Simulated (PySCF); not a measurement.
LC-wPBE single point of triplet CrF₄ at its PBE0 minimum.

An equivalent PySCF input for this run (the driver started from the density of an earlier step):

```python
from pyscf import gto, scf, dft
mol = gto.M(atom='''
Cr    -0.000000     0.000000     0.000000
F      1.374153    -0.000044     0.971673
F     -1.374153    -0.000000     0.971673
F      0.000022     1.374175    -0.971642
F     -0.000022    -1.374131    -0.971704''',
    basis={'Cr': 'def2-SVP', 'F': 'def2-SVP'},
    charge=0, spin=2)
mf = dft.UKS(mol, xc='LC_WPBE')
mf.grids.atom_grid = (75, 302)
aux = {'Cr': 'def2-universal-JKFIT', 'F': 'def2-universal-JKFIT'}
mf = mf.density_fit(auxbasis=aux)
mf.conv_tol = 1e-08
mf.diis_space = 10
mf.max_cycle = 60
mf.verbose = 4
mf.kernel()
```

Excerpt of the output:

```
init E= -1443.10090022452
cycle= 1 E= -1443.10322729088  delta_E= -0.00233  |g|= 0.0224  |ddm|= 0.0742
cycle= 2 E= -1443.10291032811  delta_E= 0.000317  |g|= 0.0386  |ddm|= 0.031
cycle= 3 E= -1443.10342735872  delta_E= -0.000517  |g|= 0.00467  |ddm|= 0.0217
cycle= 4 E= -1443.10343775145  delta_E= -1.04e-05  |g|= 0.000765  |ddm|= 0.00389
cycle= 5 E= -1443.10343852  delta_E= -7.69e-07  |g|= 0.000433  |ddm|= 0.000994
cycle= 6 E= -1443.10343924418  delta_E= -7.24e-07  |g|= 0.000153  |ddm|= 0.0018
cycle= 7 E= -1443.1034392923  delta_E= -4.81e-08  |g|= 0.000105  |ddm|= 0.00048
cycle= 8 E= -1443.10343929869  delta_E= -6.39e-09  |g|= 2.37e-05  |ddm|= 0.000139
Extra cycle  E= -1443.10343929898  delta_E= -2.91e-10  |g|= 2.9e-05  |ddm|= 3.74e-05
converged SCF energy = -1443.10343929898  <S^2> = 2.0109758  2S+1 = 3.0073083
```

With open d or f shells other occupations or spin states may lie lower.

This run, together with those of the ionised and electron-attached species (not shown), took 38 s on 2 threads of a shared Intel Xeon @ 2.50GHz (Skylake/Cascade Lake) host, with 87 basis functions; the process peaked at 1 GiB.
